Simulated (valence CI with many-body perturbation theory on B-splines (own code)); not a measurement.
**Re⁶⁷⁺: one-electron terms**

Method: configuration interaction combined with many-body perturbation theory (CI+MBPT): six valence electrons over a frozen Dirac-Fock core [He], radial functions for each j: 9 s, 9 p, 8 d, 6 f, 3 g, 1 h, with the one-electron correlation potential Σ1 (screened to all orders), the two-electron term Σ2, the three-electron term Σ3, Breit, model QED; selected single and double excitations, second order for the rest, scaled by the run's own slope (own B-spline code, finite nucleus).

No measured spectrum was set against this ion. As an estimate, large intervals hold to a few tenths of a per cent, small ones and those within an open d or f shell to about a per cent. Among the levels kept, up to 2100 cm⁻¹ of a level comes from second order outside the variational space, and about a tenth of that is noise between levels of different J, which matters for small intervals.

These are the spectroscopic orbitals of the CI (the correlating ones are not listed), shaped by the core and the other valence electrons. h is the expectation value of the core's Dirac-Fock operator, without the valence repulsion; Σ1 is computed up to l = 3 at one energy for each symmetry, that of its lowest orbital but kept below the first core excitation, so for empty shells it is not the orbital's own correlation shift; Breit and QED include the response of the core, and the two lowest orbitals of each symmetry also the frequency dependence of Breit exchange, which makes a step in that column.

| Orbital | h (hartree) | Σ1 (cm⁻¹) | Breit (cm⁻¹) | QED (cm⁻¹) | ⟨r⟩ (bohr) |
| --- | --- | --- | --- | --- | --- |
| 2s1/2 | -746.94 | -1559 | 129514 | 160684 | 0.07370 |
| 3s1/2 | -323.19 | -388 | 35008 | 45335 | 0.1744 |
| 4s1/2 | -178.43 | -152 | 13701 | 18376 | 0.3197 |
| 5s1/2 | -112.76 | -74.9 | 6802 | 9187 | 0.5089 |
| 2p1/2 | -739.47 | -4450 | 260758 | 8542 | 0.06075 |
| 3p1/2 | -321.04 | -1015 | 67820 | 1643 | 0.1626 |
| 4p1/2 | -177.53 | -390 | 26444 | 617 | 0.3090 |
| 5p1/2 | -112.31 | -191 | 13081 | 300 | 0.4993 |
| 2p3/2 | -679.95 | -2578 | 82722 | 22979 | 0.06828 |
| 3p3/2 | -303.36 | -596 | 22904 | 6001 | 0.1734 |
| 4p3/2 | -170.14 | -231 | 11352 | 2414 | 0.3233 |
| 5p3/2 | -108.55 | -114 | 5706 | 1209 | 0.5171 |
| 3d3/2 | -302.45 | -261 | 2289 | -267 | 0.1469 |
| 4d3/2 | -169.76 | -114 | 1259 | -18.4 | 0.2978 |
| 5d3/2 | -108.36 | -59.0 | 612 | 9.5 | 0.4926 |
| 3d5/2 | -297.58 | -217 | 739 | 1774 | 0.1503 |
| 4d5/2 | -167.69 | -93.7 | 407 | 830 | 0.3021 |
| 5d5/2 | -107.3 | -48.5 | 189 | 442 | 0.4977 |
| 4f5/2 | -167.5 | -19.6 | 12.2 | -224 | 0.2602 |
| 5f5/2 | -107.21 | -11.2 | 10.1 | -109 | 0.4565 |
| 4f7/2 | -166.52 | -18.2 | 3.7 | 205 | 0.2625 |
| 5f7/2 | -106.7 | -10.3 | 3.0 | 112 | 0.4590 |
| 5g7/2 | -106.68 |  | 0.0 | -72.3 | 0.4008 |
| 5g9/2 | -106.38 |  | 0.0 | 57.9 | 0.4025 |

Among the shells of the start configuration 2s2 2p4, Σ1 is largest in size for 2p1/2, where it is 0.0027 % of h.

Lowest root of each symmetry, sizes in configuration state functions:

| J | Parity | Roots | Reference | Variational | Second order | Change by selected CI (cm⁻¹) | Change by second order (cm⁻¹) |
| --- | --- | --- | --- | --- | --- | --- | --- |
| 0 | even | 8 | 30 | 57116 | 75854 | -56086 | -1 |
| 1 | even | 11 | 67 | 59995 | 288995 | -50740 | -343 |
| 2 | even | 12 | 76 | 59999 | 476505 | -54277 | -390 |
| 3 | even | 6 | 53 | 59456 | 397581 | -48882 | -776 |
| 4 | even | 2 | 28 | 55568 | 261891 | -55055 | -249 |
| 5 | even | 1 | 12 | 42863 | 152417 | -49306 | -45 |
| 0 | odd | 6 | 24 | 50262 | 96177 | -56146 | -2 |
| 1 | odd | 11 | 61 | 59994 | 321101 | -64614 | -239 |
| 2 | odd | 10 | 66 | 59993 | 474157 | -58112 | -688 |
| 3 | odd | 6 | 49 | 59997 | 570496 | -51883 | -613 |
| 4 | odd | 3 | 28 | 57503 | 268098 | -50150 | -234 |
| 5 | odd | 1 | 12 | 44621 | 64445 | -56805 | -22 |
